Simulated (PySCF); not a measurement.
A calculated (UHF, PySCF 2.14, def2-TZVPPD, no relativity, point nucleus) atom or ion has these occupied shells.

| shell | electrons | orbital energy (eV) | rms radius, mean of both spins (bohr) |
| --- | --- | --- | --- |
| 1s α | 1 | -8947.1 | 0.0612 |
| 1s β | 1 | -8947.0 | 0.0612 |
| 2s β | 1 | -1110.9 | 0.258 |
| 2s α | 1 | -1110.9 | 0.258 |
| 2p β | 3 | -969.37 | 0.230 |
| 2p α | 3 | -969.30 | 0.230 |
| 3s α | 1 | -136.45 | 0.777 |
| 3s β | 1 | -136.43 | 0.777 |
| 3p β | 3 | -90.605 | 0.824 |
| 3p α | 3 | -90.463 | 0.824 |
| 3d β | 5 | -13.435 | 1.16 |
| 3d α | 5 | -13.319 | 1.16 |
| 4s α | 1 | -6.537 | 3.59 |

Q: Name the element and its charge.

A: Cu (copper, neutral), in [Ar] 3d10 4s1, 2S determinant.
